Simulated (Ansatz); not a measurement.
`[SiH3]O[Si]Br` + HBr → `Br[Si]Br` + silanol at 500 K and 1 bar (ligand exchange at the Si–O bond).

Calculated with Ansatz (gas phase, PBE0-D4/def2-TZVP geometries, no zero-point term in ΔE). CCSD(T)/CBS adds triple-zeta CCSD(T) − MP2 to the extrapolated MP2 energy (def2 sets, frozen cores). For Br outer-core shells are correlated without core-valence functions, which leaves a few kJ/mol of doubt a bond. Scalar relativity is left out up to krypton. One conformer a species, not always the lowest.

```csv
species,CCSD(T)/CBS energy (Eh),H − E (kJ/mol),S (J/(mol·K))
`[SiH3]O[Si]Br`,-3228.55316,121.4,404.8
HBr,-2573.91920,30.5,213.7
`Br[Si]Br`,-5435.76988,30.1,333.9
`O[SiH3]`,-366.69042,127.5,292.9
```

H − E and S are ideal-gas, rigid-rotor, harmonic terms from PBE0-D4/def2-TZVP, for one conformer and one mirror image of each species. 1 Eh = 2625.50 kJ/mol, R = 8.31446 J/(mol·K).

Task: By hand: ΔE, ΔH, ΔS and ΔG.

Result: ΔE = (-5435.76988) + (-366.69042) − (-3228.55316) − (-2573.91920) = 0.01206 Eh = 31.7 kJ/mol. Δ(H − E) = 30.1 + 127.5 − 121.4 − 30.5 = 5.7, so ΔH = 37.4 kJ/mol. ΔS = 333.9 + 292.9 − 404.8 − 213.7 = 8.3 J/(mol·K). ΔG = 37.4 − 500 × (8.3)/1000 = 33.2 kJ/mol.

Task: By hand: the equilibrium constant, and the temperature at which ΔG would vanish if ΔH and ΔS stayed fixed.

Result: log₁₀ K = −ΔG/(RT ln 10) = -3.5. ΔG = 0 at ΔH/ΔS = 4506 K, far beyond where these terms or the molecules hold.

The number of gas molecules stays the same, so ΔS is small and ΔH decides. A doubt of 5 kJ/mol in ΔE shifts log₁₀ K by 0.5 here. Other conformers and mirror images would add mixing entropy, several J/(mol·K) or more a flexible species. These are equilibria of isolated gas molecules and say nothing of rates. Largest T1 diagnostic: 0.012 (customary marks: 0.02 for closed shells, 0.045 for open ones).
